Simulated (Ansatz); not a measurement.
`[SnH4]`, 5 atoms. Total charge 0; spin multiplicity 1. Correlated methods include outer-core shells of Sn, which these sets cover unevenly. Sn takes the def2 core potential. Hardware: A = 2 threads of an AMD EPYC 7R13 on a shared host; B = 2 threads of an AMD EPYC 7R13 on a shared host and a share of an NVIDIA H100 80 GB. Correlated methods freeze the cores. Open-shell runs search over several starts.

(1) How many basis functions does each run have, and how long does it take in Ansatz? UKS ωB97X-V/def2-TZVPP energy of the cation [A]; RKS PBE0-D4/def2-QZVPP energy [A]; RKS PBE0-D4/def2-SVP energy [A]; RHF-CCSD(T)/def2-SVP energy [A]; UHF-CCSD(T)/def2-QZVPP energy of the cation [B]; UKS B2PLYP (frozen core)/def2-TZVPP energy of the cation [A]; RKS ωB97M-V/def2-QZVPP energy [A]; UKS r2SCAN-D4/def2-TZVPP energy of the cation [A]; UKS PBE0-D4/def2-TZVPP energy of the cation [A]; UKS PBE-D4/def2-TZVPP energy of the cation [A]; direct RPA on PBE orbitals/def2-TZVPP energy [A]; UKS ωB97M-V/def2-TZVPP energy of the cation [A]. (Best estimate.)

Answers

(1) Computed: Other jobs shared the machine, so times are rough.

```csv
level,job,functions,wall time,peak host memory (GiB)
RKS PBE0-D4/def2-SVP,energy [A],46,0.4 s,0.12
RHF-CCSD(T)/def2-SVP,energy [A],46,0.6 s,0.13
direct RPA on PBE orbitals/def2-TZVPP,energy [A],106,1.1 s,0.18
RKS PBE0-D4/def2-QZVPP,energy [A],202,1.4 s,0.35
UKS PBE-D4/def2-TZVPP,energy of the cation [A],106,3 s,0.2
RKS ωB97M-V/def2-QZVPP,energy [A],202,3.9 s,0.43
UKS PBE0-D4/def2-TZVPP,energy of the cation [A],106,4.5 s,0.26
UHF-CCSD(T)/def2-QZVPP,energy of the cation [B],202,7.5 s,0.82
UKS r2SCAN-D4/def2-TZVPP,energy of the cation [A],106,9 s,0.23
UKS B2PLYP (frozen core)/def2-TZVPP,energy of the cation [A],106,13 s,0.24
UKS ωB97M-V/def2-TZVPP,energy of the cation [A],106,14 s,0.37
UKS ωB97X-V/def2-TZVPP,energy of the cation [A],106,46 s,0.35
```
